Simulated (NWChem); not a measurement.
Species: CH$_{2}$NO cation; SMILES C(=[NH2+])=O

```xyz
5

N      0.0000     0.0000     1.1208
C      0.0000     0.0000    -0.1480
O      0.0000     0.0000    -1.2752
H      0.0000     0.8859     1.6425
H      0.0000    -0.8859     1.6425
```
Atoms are numbered in this order, from 1.

Structure relaxed at the PBE0/def2-SVP level.

 Unshifted, non-relativistic core excitations; the lowest 4 roots alone, so stronger bands may lie above.

List the first N K-edge excitations from PBE0/def2-TZVP, restricted-window TDA (NWChem).


```
state  energy (eV)  dipole oscillator strength           leading excitation (squared amplitude)
-----  -----------  --------------------------  -----------------------------------------------
S1           390.3                      0.0000    1s of atom 1 or its equivalents → LUMO (1.00)
S2           391.8                      0.0244  1s of atom 1 or its equivalents → LUMO+1 (1.00)
S3           393.2                      0.0005  1s of atom 1 or its equivalents → LUMO+2 (0.99)
S4           395.3                      0.0385  1s of atom 1 or its equivalents → LUMO+4 (0.94)
```
